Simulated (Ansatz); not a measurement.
Input file for AlFH3NSi (`[F][Al]1[NH][SiH2]1`):

```yaml
crystal:
  periodic: [false, false, false]
  atoms:
    - {symbol: F, position_ang: [-0.255155, -2.719762, 1.375876]}
    - {symbol: Al, position_ang: [-0.277783, -1.260133, 0.623583]}
    - {symbol: N, position_ang: [0.911597, -0.081330, 0.072742]}
    - {symbol: Si, position_ang: [-0.572379, 0.749166, -0.424407]}
    - {symbol: H, position_ang: [1.869239, 0.218279, -0.036482]}
    - {symbol: H, position_ang: [-0.856947, 2.058494, 0.231581]}
    - {symbol: H, position_ang: [-0.757372, 0.967286, -1.888594]}
basis:
  gaussian: {orbitals: def2-SVP}
correlation: {method: ccsd_t}
```

```sh
$ ansatz run in.yaml --threads 2 --pin off --events-out ev --progress --plain --max-ram 4352MiB
```

Output of Ansatz, abridged:

```
Functional definition: HF
  name "HF"
  cite "Fock, Z. Phys. 61, 126 (1930) doi:10.1007/BF01340294"
  parent pbe
  exchange = exact_x
  correlation = 0
748 factors; integrals over basis functions are off by at most 1.2e-3 eV
mean field evaluation 1: about -18669.7649 eV, gradient 4.4e1 eV
mean field evaluation 2: about -18669.7881 eV, gradient 4.4e1 eV
mean field evaluation 4: about -18674.0892 eV, gradient 2.9e0 eV
mean field evaluation 8: about -18674.1476 eV, gradient 3.4e-1 eV
mean field -18674.14883917 eV, -686.2623120469 hartree, gradient 3.0e-6 eV, S^2 0.000000; 0 other end points of the search recorded, 0 dependent functions left out
12 core orbitals not correlated: weight in the atoms' cores, before any rotation towards them, 1.000 or more for the frozen orbitals, at most 0.000 for the correlated occupied ones
reference -18674.14883917 eV, -686.2623120469 hartree; 11, 11 occupied and 56, 56 virtual orbitals, 748 factors
second order -13.82764980 eV of doubles, -0.00000000 eV of singles
cycle   1  -14.12623827 eV  change   -3.0e-1 eV  update   1.0e-1
cycle   2  -14.51129672 eV  change   -3.9e-1 eV  update   3.1e-2
cycle   3  -14.62154249 eV  change   -1.1e-1 eV  update   1.8e-2
cycle   4  -14.61600754 eV  change    5.5e-3 eV  update   4.2e-3
cycle   5  -14.61364721 eV  change    2.4e-3 eV  update   1.8e-3
cycle   6  -14.61405658 eV  change   -4.1e-4 eV  update   6.6e-4
cycle   7  -14.61389067 eV  change    1.7e-4 eV  update   2.4e-4
cycle   8  -14.61383735 eV  change    5.3e-5 eV  update   9.0e-5
cycle   9  -14.61386433 eV  change   -2.7e-5 eV  update   3.5e-5
cycle  10  -14.61387216 eV  change   -7.8e-6 eV  update   1.2e-5
perturbative correction -0.38278927 eV, -0.0140672464 hartree
Total energy: -18689.14550061 eV, -686.8134291895 hartree
```

Hardware: 2 threads of an Arm Neoverse V2 on a shared host. Wall time 1.4 s, peak host memory 0.36 GiB.

MP2 recovers 92.2 % of the CCSD(T) correlation energy and the triples give 2.6 %; T1 = 0.0155.
